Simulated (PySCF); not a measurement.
**A single-point calculation**

LuF3(NH3) (singlet in the valence; each metal's 4f electrons, 14 of them, lie in its core potential, out of spins and levels). PySCF 2.14.0, RKS PBE0, Lu lcecp-1-SVP with ECP60, F def2-SVP, N def2-SVP, H def2-SVP; non-relativistic Hamiltonian with scalar-relativistic core potentials where named; density fitting; no spin-orbit coupling. The geometry is an unrelaxed template.

```python
mol = gto.M(atom='''
Lu     0.00000     0.00000     0.00000
F      1.17430     1.17430     1.17430
F     -1.17430    -1.17430     1.17430
F      1.17430    -1.17430    -1.17430
N     -1.41160     1.41160    -1.41160
H     -2.02480     2.02480    -0.87460
H     -0.87460     2.02480    -2.02480
H     -2.02480     0.87460    -2.02480''',
    basis={'Lu': 'lcecp-1-SVP', 'F': 'def2-SVP', 'N': 'def2-SVP', 'H': 'def2-SVP'},
    ecp={'Lu': 'lcecp-1-SVP'},
    charge=0, spin=0)
mf = dft.RKS(mol, xc='PBE0')
mf.grids.atom_grid = (50, 194)  # f atoms: unpruned, at least (60, 302)
mf = mf.density_fit()  # fitting sets: Lu AutoAux, F def2-universal-JKFIT, N def2-universal-JKFIT, H def2-universal-JKFIT
mf.conv_tol = 1e-08; mf.max_cycle = 55
mf.kernel(dm0)  # dm0: free metal ions and neutral atoms
```

Run from Python with OMP_NUM_THREADS=2; the lines above give its settings. Where DIIS fails, smearing, a level shift and second-order steps follow.
It took 3.5 s on 2 threads of Arm Neoverse V1, on a shared host, peak memory 0.6 GiB.

**Question.** Where do the frontier levels lie, over both spins?

**Answer.** HOMO -9.36 eV, LUMO -1.20 eV. The 4f levels lie in the core potential and are missing.

**Question.** What does the SCF print?

**Answer.** 
```
init E= -400.557476252014
cycle= 1 E= -395.699505520401  delta_E= 4.86  |g|= 0.37  |ddm|= 2.82
cycle= 2 E= -395.703768203997  delta_E= -0.00426  |g|= 0.44  |ddm|= 0.749
cycle= 3 E= -395.742118266114  delta_E= -0.0384  |g|= 0.0726  |ddm|= 0.34
cycle= 4 E= -395.742662518294  delta_E= -0.000544  |g|= 0.0479  |ddm|= 0.0774
...
cycle= 7 E= -395.743072133483  delta_E= -5.5e-08  |g|= 9.89e-05  |ddm|= 0.000622
cycle= 8 E= -395.743072135815  delta_E= -2.33e-09  |g|= 9.3e-06  |ddm|= 0.00015
Extra cycle  E= -395.743072135817  delta_E= -2.39e-12  |g|= 1.2e-05  |ddm|= 1.74e-05
converged SCF energy = -395.743072135817
```

**Question.** What are the Mulliken charges and spins?

**Answer.** 
```csv
atom,charge (e),spin (e)
Lu1,1.142,0.000
F2,-0.453,0.000
F3,-0.453,0.000
F4,-0.453,0.000
N5,-0.322,0.000
H6,0.179,0.000
H7,0.179,0.000
H8,0.179,0.000
```

An lcecp potential fixes the number of 4f electrons, so in runs with it no electron can move into or out of that shell.
